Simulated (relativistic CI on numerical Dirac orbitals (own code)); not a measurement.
Mn²⁺ in a cubic cluster: 2p photoemission with charge transfer

Computed with a charge-transfer multiplet model of a cubic metal-ligand cluster with up to one ligand hole, Slater and spin-orbit integrals from Dirac-Coulomb-Breit ions, Slater integrals scaled by 0.7. The ground state mixes d5 with configurations of k ligand holes L, whose averages lie at kΔ + k(k − 1)U_dd/2; a core hole lowers each added d electron by U_cd. 300 K, Lorentzian 0.6 eV and Gaussian 0.8 eV FWHM.

Atomic integrals in eV (Slater integrals scaled, ζ unscaled), ground: F2dd 7.178, F4dd 4.458, zeta_d 0.037; with the core hole: F2dd 8.503, F4dd 5.322, zeta_d 0.060, zeta_core 6.788, F2cd 4.916, G1cd 3.683, G3cd 2.092.

Cluster parameters (eV): Δ = 6, U_dd = 6.9, U_cd = 8, 10Dq = 1.4, 10Dq(ligand) = 0.8, final-state hopping factor = 1.

Weights, n_d and S are thermal averages at 300 K. Binding energies count from the first peak over 30 % of the highest in each spectrum, which can be another peak from case to case. The parameters are a model scan and need not match a compound or its usual spin state. Peaks in eV (height, largest 100): 0.0 (100), 6.1 (29), 11.6 (51), 12.3 (53), 17.7 (12), 18.4 (13).

(1) Which parameters give this spectrum?
A. V(eg) = 1.8 eV, V(t2g) = -0.92 eV
B. V(eg) = 3 eV, V(t2g) = -1.53 eV
C. V(eg) = 2.4 eV, V(t2g) = -1.22 eV

Answers

(1) A. V(eg) = 1.8 eV, V(t2g) = -0.92 eV; the ground state then has 5.10 d electrons and S = 2.50. The choice follows from running the model for each set and comparing peak positions and heights. The space is cut while the next configuration still counts.
